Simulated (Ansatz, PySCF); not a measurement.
C4H7O2, doublet, geometry from GFN2-xTB. Base run: MP2/6-31G* (PySCF).

The PySCF input:
```python
from pyscf import gto, scf, mp

mol = gto.Mole()
mol.atom = '''
    C     0.59897094    1.24885200    0.15955364
    C     1.40570993    0.04186595   -0.18560161
    O     0.63998807   -1.01955157   -0.71613892
    C    -0.52315057   -1.23203372    0.04715519
    C    -1.39176690    0.02645311    0.03478837
    O    -0.69746739    1.12408553    0.58826941
    H     1.08959805    2.09433224    0.60908430
    H     1.94997237   -0.32539905    0.71442836
    H     2.15598712    0.28809110   -0.94310172
    H    -1.05001334   -2.06848449   -0.41340662
    H    -0.25934805   -1.48825256    1.08495960
    H    -1.67272853    0.25579124   -1.00256336
    H    -2.29221360   -0.10317418    0.63818200
'''
mol.basis = '6-31g*'
mol.spin = 1
mol.verbose = 4
mol.build()

mf = scf.UHF(mol)
mf.kernel()

pt = mp.MP2(mf)
pt.kernel()
print('E(MP2) = %.10f' % pt.e_tot)
```

The same geometry, method and basis name were run in Ansatz (an electronic-structure program) and PySCF, at each program's defaults and at the settings that a row names. The base is PySCF at its defaults. Differences at the defaults can come from grids, fitting, cores and function types together.

| code and settings | ΔE vs base (mEh) | basis functions | E (Eh) | SCF cycles | SCF-reference dipole (D) |
|---|---|---|---|---|---|
| PySCF, defaults (exact integrals, spherical functions, all electrons correlated) | 0.000 | 98 | -306.04054 | 13 | 0.73 |
| Ansatz, defaults (factorised integrals, Cartesian functions, frozen core) | 2.479 | 104 | -306.03806 | - | - |
| PySCF, frozen core | 13.733 | 98 | -306.02680 | 13 | 0.73 |
| Ansatz, high accuracy, frozen core, Cartesian functions as the basis file defines them | 2.468 | 104 | -306.03807 | - | - |

Open shells are given as the SCF converged; they aren't shown to be the lowest states, and a large step between rows can be another state.
